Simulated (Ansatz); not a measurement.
Calculated with Ansatz (gas phase, PBE0-D4/def2-TZVP geometries, no zero-point term in ΔE). CBS: MP2 limit from def2 TZ/QZ plus the TZ coupled-cluster correction, frozen cores. DFT in def2-TZVPP. For Ge outer-core shells are correlated without core-valence functions, which leaves a few kJ/mol of doubt a bond. Scalar relativity is left out up to krypton. Each species was taken in one conformer, which may not be the lowest.

Consider the ligand exchange at the Si–C bond: `[SiH3]BOC[SiH3]` + `[OH][GeH]([F])[F]` → `[F][GeH]([F])[O][SiH3]` + `COB[SiH3]`.

```tsv
species	PBE0-D4 energy (Eh)
`[SiH3]BOC[SiH3]`	-722.24075
`[OH][GeH]([F])[F]`	-2352.82081
`[F][GeH]([F])[O][SiH3]`	-2643.43522
`COB[SiH3]`	-431.66777
```

**Question.** Work out ΔE.

**Answer.** ΔE = (-2643.43522) + (-431.66777) − (-722.24075) − (-2352.82081) = -0.04143 Eh = -108.8 kJ/mol. CCSD(T)/CBS gives -121.1 kJ/mol.

Largest T1 diagnostic among the species: 0.015.

From PBE to PBE0 (25 % exact exchange), in def2-TZVPP and without D4, ΔE moves by −8.1 kJ/mol. In def2-TZVPP, CCSD(T) changes the Hartree–Fock value by +29.8 kJ/mol (the triples alone add +4.3 kJ/mol) and MP2 by +26.8 kJ/mol. The D4 term adds +3.3 kJ/mol with B3LYP and +1.7 kJ/mol with PBE0; it sums over pairs of atoms, weighted by their polarisabilities, and B3LYP, whose exchange is more repulsive, gets the larger term.

B3LYP here is the variant with VWN-RPA as its local correlation; programs differ in this.
